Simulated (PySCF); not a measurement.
Computed IR spectrum (relative IR intensity) of a molecule C₃H₉FOSi. Geometry: TPSSh-D3(BJ)/def2-SVP. Other conformers were not sampled. Calculation: TPSSh-D3(BJ)/def2-SVP in PySCF. Frequencies are harmonic and unscaled.

Lines under 2 % of the strongest are left out, and lines within 2 cm⁻¹ are merged.

ν (cm⁻¹): 82 (vw), 230 (vw), 307 (w), 396 (w), 645 (w), 716 (w), 768 (w), 807 (m), 841 (w), 905 (vs), 949 (vs), 974 (w), 1166 (s), 1206 (w), 1228 (w), 1284 (w), 1457 (w), 1476 (vw), 1505 (vw), 2258 (s), 2930 (m), 2965 (m), 2976 (m), 3025 (m), 3125 (vw), 3132 (w) (against the strongest line: vs over 80 %, s over 45 %, m over 15 %, w over 4 %, vw less)

Problem. Identify the compound among the candidates.
(A) C[C@H](O)[Si@H](C)F
(B) CC(C)[Si@H](O)F
(C) CC[C@@H](F)[SiH2]O
(D) COC[Si@H](C)F

Solution. D, COC[Si@H](C)F
